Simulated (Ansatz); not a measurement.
Reactions of `C[SiH](N)BF`.

Program: Ansatz. Geometries: PBE0-D4/def2-TZVP. ΔE: electronic, gas phase. CBS: MP2 limit from def2 TZ/QZ plus the TZ coupled-cluster correction, frozen cores. This one scheme is used for every species. Elements past krypton have def2 core potentials. For In, Ta, Te outer-core shells are correlated without core-valence functions, which leaves a few kJ/mol of doubt a bond. One conformer a species, not always the lowest.

(1) Order these by ΔE at CCSD(T)/CBS, lowest first. (An estimate is asked.)
A. `C[SiH](N)BF` + `[OH][InH2]` → `FB[O][InH2]` + `C[SiH2]N`
B. `C[SiH](N)BF` + `O[SiH2][SiH3]` → `C[SiH](N)O` + `FB[SiH2][SiH3]`
C. `C[SiH](N)BF` + `FCCl` → `FBC(F)Cl` + `C[SiH2]N`
D. `C[SiH](N)BF` + `C[SiH2]SS` → `C[SiH2]SSC` + `N[SiH2]BF`
E. `C[SiH](N)BF` + H₂Te → `C[SiH](N)[TeH]` + `BF`
F. `C[SiH](N)BF` + CH₃OH → `COBF` + `C[SiH2]N`
G. `C[SiH](N)BF` + `NCC[CH2][AlH2]` → `C[SiH](N)CN` + `FBC[CH2][AlH2]`
H. `C[SiH](N)BF` + `[NH]=[Ta]([NH2])([NH2])[NH2]` → `C[N]=[Ta]([NH2])([NH2])[NH2]` + `N[SiH2]BF`

Largest T1 diagnostic: 0.018, for `[NH]=[Ta]([NH2])([NH2])[NH2]`.

## Answers

(1) A (-2.18 eV), F (-1.96 eV), E (-1.10 eV), G (-0.70 eV), B (-0.52 eV), C (-0.33 eV), D (+0.39 eV), H (+0.65 eV).
